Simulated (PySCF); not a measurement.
# Electron correlation in Be (beryllium, neutral)

[He] 2s1 3s1, high-spin 3S determinant (an excited configuration). Calculation: PySCF 2.14, in aug-cc-pCVTZ-DK with one added diffuse shell each of s, p, d, f type (8s7p5d3f, 75 functions); the spin-free X2C one-electron Hamiltonian (Gaussian nucleus). Frozen: nothing; 4 electrons correlated.

MP2 pair energies summed by pair of shells (mhartree):

| pair | energy | share (%) |
| --- | --- | --- |
| 1s-1s | -36.54 | 87.4 |
| 1s-2s | -3.13 | 7.5 |
| 2s-3s | -1.91 | 4.6 |
| 1s-3s | -0.23 | 0.5 |

Total MP2 correlation energy: -41.82 mhartree.

Same-spin part -2.74 and opposite-spin part -39.08 mhartree; SCS-MP2 scales them by 1/3 and 6/5 to -47.81 mhartree.
